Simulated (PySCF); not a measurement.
Excitations are Tamm–Dancoff values on a coarser integration grid. The basis has no diffuse functions, so Rydberg states are missing or too high.

**C$_{8}$H$_{20}$Sn, SMILES `C[CH2][Sn]([CH2]C)([CH2]C)[CH2]C` (charge 0, multiplicity 1)**

Level of theory: PBE-D3(BJ)/def2-TZVP // B3LYP-D3(BJ)/def2-SVP in PySCF 2.14.0.

The HOMO comes out as -5.83 eV. The dipole moment is 0.21 D and the HOMO–LUMO gap is 5.58 eV. The LUMO is -0.26 eV, the S1 excitation (TDA) comes out as 5.73 eV and the S1 oscillator strength comes out as 0.021. The T1 excitation (TDA) comes out as 5.40 eV and the S1–T1 gap (TDA) is 0.33 eV. The total energy is -530.8538 Ha and the cost is about 28 core-minutes (a rough figure).

```xyz
29

C      2.5309     1.0343    -2.2049
C      2.5607     0.3348    -0.8441
Sn     0.5655    -0.0087    -0.0160
C      0.6719    -1.1630     1.8424
C     -0.5581    -1.0005     2.7393
C     -0.6368    -1.1099    -1.4799
C     -1.8259    -1.8563    -0.8697
C     -0.4059     1.9137     0.3855
C     -1.9345     1.8404     0.4205
H      3.5455     1.1997    -2.6082
H      2.0426     2.0215    -2.1467
H      1.9771     0.4447    -2.9544
H      3.0620    -0.6446    -0.9153
H      3.1306     0.9259    -0.1082
H      1.5864    -0.8478     2.3716
H      0.8210    -2.2201     1.5662
H     -0.4687    -1.5859     3.6714
H     -0.7129     0.0511     3.0317
H     -1.4797    -1.3340     2.2351
H     -0.9748    -0.3871    -2.2409
H      0.0411    -1.8101    -1.9961
H     -2.4009    -2.4109    -1.6321
H     -1.5019    -2.5896    -0.1129
H     -2.5289    -1.1688    -0.3716
H     -0.0079     2.2917     1.3420
H     -0.0668     2.6185    -0.3920
H     -2.2937     1.1638     1.2129
H     -2.3911     2.8286     0.6065
H     -2.3469     1.4685    -0.5320
```
Charge 0, spin multiplicity 1.
